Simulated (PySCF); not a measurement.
**Radial density of Cu²⁺ (copper, charge +2)**

r2SCAN, [Ar] 3d8 4s1, high-spin 4F determinant (an excited configuration). All numbers are calculated (PySCF 2.14, the spin-free X2C one-electron Hamiltonian (Gaussian nucleus), in aug-cc-pwCVTZ-DK with one added diffuse shell each of s, p, d, f, g type (11s10p8d5f4g, 152 functions)).

```
r (bohr)  4πr²ρ (e/bohr)  4πr²(ρα − ρβ)
0.000925          0.2728         0.0002
 0.00156          0.6811         0.0005
 0.00262           1.664         0.0011
 0.00440           3.921         0.0026
 0.00740           8.701         0.0056
  0.0125           17.35         0.0108
  0.0209           28.79         0.0160
  0.0352           35.38         0.0133
  0.0593           30.25         0.0011
  0.0997           30.39         0.0370
   0.168           40.30         0.2425
   0.282           23.52         0.9212
   0.474           20.04         2.2314
   0.798           17.74         1.9199
    1.34           4.302         0.9623
    2.26          0.8205         0.5899
    3.80         0.06755         0.0643
    6.39       0.0004284         0.0004
```

Densities and radii are taken from the X2C orbitals without a picture-change correction, which distorts them close to the nucleus.
